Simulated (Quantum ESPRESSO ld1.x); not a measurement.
The chromium ion Cr2+, 22 electrons, occupied as [Ne] 3s2 3p5 3d4 4d1 (not the ground configuration).

Method: non-relativistic Kohn-Sham, Wu-Cohen GGA, spin-unpolarised, spherical densities, point nucleus; computed with ld1.x of Quantum ESPRESSO 7.5.

Energy parts (eV):
| part | energy |
|---|---|
| total | -28313.3 |
| kinetic | 28290.7 |
| electron-nucleus | -66604.9 |
| Hartree | 11274.3 |
| exchange-correlation | -1273.4 |

Orbitals (lengths in bohr, moments of r in powers of bohr; r(max) is where P^2 peaks):
orbital,occ.,eigenvalue (eV),r(max),<1/r>,<r^4>
1s,2,-5869.11,0.04226,23.51,0.00007813
2s,2,-692.450,0.2461,4.978,0.01873
2p,6,-594.256,0.1985,4.927,0.01429
3s,2,-104.844,0.7788,1.573,1.358
3p,5,-77.1560,0.7918,1.459,1.823
3d,4,-32.9591,0.7868,1.173,5.020
4d,1,-9.7363,3.832,0.3077,600.6

The highest occupied level is 4d at -9.736 eV. The density falls to 0.001 e/bohr^3 at r = 4.56 bohr.
